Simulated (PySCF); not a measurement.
Vibration and rotation of ErSi

ROHF constants of ErSi, quintet, about 12.0 electrons in the 4f shell (Mulliken), real f orbitals that mix terms (PySCF, spin-free X2C with a Gaussian nucleus, basis sets Er x2c-SVPall, Si x2c-SVPall; masses 165.9303 and 27.9769 u):

* ωe: 120.9 cm⁻¹
* ωexe: 1.94 cm⁻¹
* Be: 0.071059 cm⁻¹
* αe: 0.00105 cm⁻¹

Question: What force constant and bond length do these constants imply?

Answer: Reduced mass μred = 23.940 u; k = 5.8918×10⁻⁷·μred·ωe² (u, cm⁻¹, mdyn/Å) = 0.206 mdyn/Å; Re = √(16.8576/(μred·Be)) (u, cm⁻¹, Å) = 3.148 Å.

Question: Estimate the centrifugal constant D from the Kratzer relation and find the Dunham coefficient a1.

Answer: D = 4Be³/ωe² = 9.82e-08 cm⁻¹; a1 = −1 − αeωe/(6Be²) = -5.19.

These are scalar-relativistic numbers at best; spin–orbit coupling would shift them, the dissociation energy most. UHF is strongly spin-contaminated for ErSi, so the ROHF reference used there is far from stable. Hartree–Fock leaves out correlation, which carries a large part of most bond energies and some tenths to 1 eV of ionisation energies. The state is the lowest single determinant that the PBE0 search found; with open d or f shells the true ground state can be another one.
